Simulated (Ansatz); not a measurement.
```yaml
crystal:
  periodic: [false, false, false]
  atoms:
    - {symbol: C, position_ang: [2.868118, -0.280315, 1.011907]}
    - {symbol: S, position_ang: [1.940336, -1.001089, 1.065281]}
    - {symbol: Au, position_ang: [0.558188, -0.473096, 0.439512]}
    - {symbol: P, position_ang: [-0.564830, 0.003001, -0.188128]}
    - {symbol: C, position_ang: [-0.456719, 0.294294, -1.216995]}
    - {symbol: C, position_ang: [-1.406519, -0.804766, -0.147432]}
    - {symbol: C, position_ang: [-0.977546, 1.066364, 0.317399]}
    - {symbol: H, position_ang: [2.577007, -0.219376, 0.227165]}
    - {symbol: H, position_ang: [2.321718, 0.358494, 1.306292]}
    - {symbol: H, position_ang: [3.499373, -0.593575, 1.156926]}
    - {symbol: H, position_ang: [-0.265717, -0.280201, -1.803923]}
    - {symbol: H, position_ang: [-1.020617, 0.552692, -1.712294]}
    - {symbol: H, position_ang: [0.005834, 0.828739, -1.499581]}
    - {symbol: H, position_ang: [-2.252573, -0.502944, -0.518216]}
    - {symbol: H, position_ang: [-1.441826, -1.451435, -0.525911]}
    - {symbol: H, position_ang: [-1.816799, -0.835207, 0.472685]}
    - {symbol: H, position_ang: [-0.617383, 1.390037, 0.242763]}
    - {symbol: H, position_ang: [-1.120176, 0.808005, 1.052319]}
    - {symbol: H, position_ang: [-1.518536, 1.104794, -0.045501]}
basis:
  gaussian: {orbitals: ANO-RCC-VTZP, nuclear_model: gaussian}
magnetization: {spin_polarized: true, initial_magnetization: 0}
hamiltonian: {xc: {name: rPW86-PBE}}
output: {forces: true}
```

```sh
$ ansatz run in.yaml --threads 4 --pin off --events-out ev --progress --plain --max-ram 66560MiB --backend cuda --devices 0, --max-vram 37GiB
```

Shortened log:

```
Functional definition: rPW86-PBE
3130 factors; their error is unknown
mean field evaluation 1: about -541749.3980 eV, gradient 1.9e2 eV
mean field evaluation 2: about -540648.8453 eV, gradient 4.4e2 eV
mean field evaluation 4: about -541809.5550 eV, gradient 1.1e2 eV
mean field evaluation 8: about -541866.6030 eV, gradient 1.6e1 eV
mean field evaluation 16: about -541868.6910 eV, gradient 2.6e0 eV
mean field evaluation 32: about -541868.8188 eV, gradient 9.9e-3 eV
mean field -541868.81876723 eV, -19913.3117978186 hartree, gradient 6.2e-6 eV, S^2 0.959749; 12 other end points of the search recorded, 0 dependent functions left out
reference -541868.81890966 eV, -19913.3118030526 hartree; 73, 73 occupied and 367, 367 virtual orbitals, 3130 factors
Total energy: -541868.81890966 eV, -19913.3118030526 hartree
Relativity: scalar
Atom 0 at     2.868118    -0.280315     1.011907 Å, force    27.111926    47.529523    -1.384117 eV/Å
Atom 1 at     1.940336    -1.001089     1.065281 Å, force   -13.268890   -67.632900    27.297583 eV/Å
Atom 2 at     0.558188    -0.473096     0.439512 Å, force    52.797464   -30.144945    37.013400 eV/Å
Atom 3 at    -0.564830     0.003001    -0.188128 Å, force   -38.302173    20.778041    26.633651 eV/Å
Atom 4 at    -0.456719     0.294294    -1.216995 Å, force     9.865530    13.795401   -81.876887 eV/Å
Atom 5 at    -1.406519    -0.804766    -0.147432 Å, force   -32.055071   -25.866274    -3.680776 eV/Å
Atom 6 at    -0.977546     1.066364     0.317399 Å, force   -88.209820   -66.793759    58.419734 eV/Å
Atom 7 at     2.577007    -0.219376     0.227165 Å, force     2.026779     5.342733   -18.468908 eV/Å
Atom 8 at     2.321718     0.358494     1.306292 Å, force    -0.952420    12.867122     5.933423 eV/Å
Atom 9 at     3.499373    -0.593575     1.156926 Å, force    36.245582   -14.189875     8.249948 eV/Å
Atom 10 at    -0.265717    -0.280201    -1.803923 Å, force     4.515040   -12.073119   -11.201246 eV/Å
Atom 11 at    -1.020617     0.552692    -1.712294 Å, force   -19.779676     8.352940   -13.862550 eV/Å
Atom 12 at     0.005834     0.828739    -1.499581 Å, force    19.053590    20.949305    -9.699784 eV/Å
Atom 13 at    -2.252573    -0.502944    -0.518216 Å, force    -7.088478     3.470201    -4.566722 eV/Å
Atom 14 at    -1.441826    -1.451435    -0.525911 Å, force    -0.872679   -28.203168   -15.316870 eV/Å
Atom 15 at    -1.816799    -0.835207     0.472685 Å, force   -17.248394    -3.717754    28.887960 eV/Å
Atom 16 at    -0.617383     1.390037     0.242763 Å, force   121.482370   112.958516   -23.720692 eV/Å
Atom 17 at    -1.120176     0.808005     1.052319 Å, force    -5.232675    -3.977235    22.848559 eV/Å
Atom 18 at    -1.518536     1.104794    -0.045501 Å, force   -50.088007     6.555247   -31.505706 eV/Å
Dipole moment:     0.132602    -0.136986    -0.139010 e Å
```

Q: Something in this input is off. What?

A: The geometry is squeezed to about two thirds of its size. The run converged. The result belongs to that input, not to the molecule as meant.
